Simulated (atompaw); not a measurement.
**LDA (PW92) PAW (atompaw) dataset for bromine, scalar-relativistic all-electron reference.**

bromine (Br), PAW, made with atompaw 4.2.0.5 (LDA (PW92), scalar-relativistic). Core [Ar], reference 3d10 4s2 4p5. Waves: 4s (bound): rc 2.00 bohr; 4s channel at -1.1 Ry: rc 1.30 bohr; 4p (bound): rc 2.00 bohr; 4p channel at 0.2 Ry: rc 2.00 bohr; 3d (bound): rc 0.75 bohr; 3d channel at -3.8 Ry: rc 0.75 bohr. Local part: troulliermartins scheme with l = 3 at 0 Ry, radius 1.45 bohr. Core correction: smooth core density matched at 1.65 bohr. Augmentation charge: sinc compensation charge, radius 1.80 bohr; PAW radius 2.00 bohr; waves and projectors: custom rrkj gramschmidtortho.

Does this generation succeed?

No. atompaw 4.2.0.5 stopped with "atompaw: The overlap operator has at least one negative eigenvalue!": the overlap operator built from these waves and projectors is not positive definite.
